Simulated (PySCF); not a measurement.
Molecule: `C(C=C)[SiH2]P`, C₃H₉PSi.

Cartesian coordinates in Å; atom numbers follow the order of the lines, from 1:
```xyz
14

C    -2.070   -0.363   -0.736
C    -1.069   -0.757    0.030
C    -0.645   -0.087    1.288
Si    1.006    0.847    1.030
P     2.421   -0.606    0.075
H    -2.684    0.483   -0.473
H    -2.325   -0.872   -1.650
H    -0.465   -1.610   -0.259
H    -1.413    0.607    1.629
H    -0.501   -0.835    2.069
H     1.567    1.237    2.329
H     0.774    2.055    0.226
H     1.962   -0.412   -1.215
H     3.443    0.312   -0.085
```

Frames of a GFN2-xTB Langevin trajectory at 400 K; GIAO PBE0/pcSseg-1 shieldings in PySCF 2.14.0 with density-fitted response routines, gas phase, non-relativistic; equivalent atoms averaged within each frame.

Referencing at the same level of theory: TMS for 13C (σ = 186.93 ppm) and 29Si (σ = 349.16 ppm) and 1H (σ = 31.72 ppm); 31P (σ = 318.38 ppm) vs H3PO4. The references are static minima.

How do the shifts (ppm) fluctuate along the trajectory?

Answers


| time (fs) | C2 | C1 | C3 | Si4 | P5 | H8 | H7 | H11/H12 | H6 | H9/H10 |
| --- | --- | --- | --- | --- | --- | --- | --- | --- | --- | --- |
| 250 | 139.6 | 123.5 | 17.9 | -37.7 | -330.0 | 5.75 | 5.72 | 5.16 | 4.73 | 1.11 |
| 425 | 141.9 | 127.3 | 17.6 | -52.8 | -273.0 | 5.33 | 6.01 | 4.28 | 6.59 | 1.65 |
| 625 | 129.2 | 120.9 | 29.3 | -42.1 | -300.1 | 5.33 | 6.33 | 4.98 | 5.60 | 2.42 |
| 800 | 152.7 | 118.6 | 24.4 | -40.5 | -326.5 | 6.93 | 5.45 | 4.42 | 5.12 | 1.34 |
| 1000 | 145.9 | 119.9 | 26.5 | -28.0 | -350.1 | 6.81 | 4.75 | 4.34 | 5.34 | 2.80 |
| mean of frames | 141.9 | 122.0 | 23.1 | -40.2 | -315.9 | 6.03 | 5.65 | 4.63 | 5.48 | 1.86 |
| standard deviation | 8.6 | 3.4 | 5.2 | 8.9 | 29.9 | 0.78 | 0.60 | 0.40 | 0.70 | 0.72 |

5 frames give an uncertainty of the mean of about the standard deviation over 2.2 at best, since frames this close in time may not be independent; classical motion lacks zero-point vibration, and the reference would need the same averaging.
